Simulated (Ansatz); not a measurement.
`FC[SiH2][SiH2]F` → `FC[SiH2]F` + `[SiH2]` at 298.15 K and 1 bar (silylene formation by 1,1-elimination).

Calculated with Ansatz (gas phase, PBE0-D4/def2-TZVP geometries, no zero-point term in ΔE). CCSD(T)/CBS adds triple-zeta CCSD(T) − MP2 to the extrapolated MP2 energy (def2 sets, frozen cores). This one scheme is used for every species. Each species was taken in one conformer, which may not be the lowest.

```json
{"species": "`FC[SiH2][SiH2]F`", "CCSD(T)/CBS energy (Eh)": "-819.44343", "H − E (kJ/mol)": "198.9", "S (J/(mol·K))": "373.7"}
{"species": "`FC[SiH2]F`", "CCSD(T)/CBS energy (Eh)": "-529.16787", "H − E (kJ/mol)": "146.8", "S (J/(mol·K))": "309.2"}
{"species": "`[SiH2]`", "CCSD(T)/CBS energy (Eh)": "-290.19011", "H − E (kJ/mol)": "40.6", "S (J/(mol·K))": "207.5"}
```

H − E and S are ideal-gas, rigid-rotor, harmonic terms from PBE0-D4/def2-TZVP, for one conformer and one mirror image of each species. 1 Eh = 2625.50 kJ/mol, R = 8.31446 J/(mol·K).

**Question.** By hand: ΔE, ΔH, ΔS and ΔG.

**Answer.** ΔE = (-529.16787) + (-290.19011) − (-819.44343) = 0.08545 Eh = 224.3 kJ/mol. Δ(H − E) = 146.8 + 40.6 − 198.9 = -11.5, so ΔH = 212.8 kJ/mol. ΔS = 309.2 + 207.5 − 373.7 = 143.0 J/(mol·K). ΔG = 212.8 − 298.15 × (143.0)/1000 = 170.2 kJ/mol.

**Question.** By hand: the equilibrium constant, and the temperature at which ΔG would vanish if ΔH and ΔS stayed fixed.

**Answer.** log₁₀ K = −ΔG/(RT ln 10) = -29.8. ΔG = 0 at ΔH/ΔS = 1488 K.

The number of gas molecules changes by +1, which sets the sign of ΔS. A doubt of 5 kJ/mol in ΔE shifts log₁₀ K by 0.9 here. Other conformers and mirror images would add mixing entropy, several J/(mol·K) or more a flexible species. Modes under 60 cm⁻¹, often nearly free rotors, make the harmonic entropy too high. These are equilibria of isolated gas molecules and say nothing of rates. Largest T1 diagnostic: 0.014 (customary marks: 0.02 for closed shells, 0.045 for open ones).
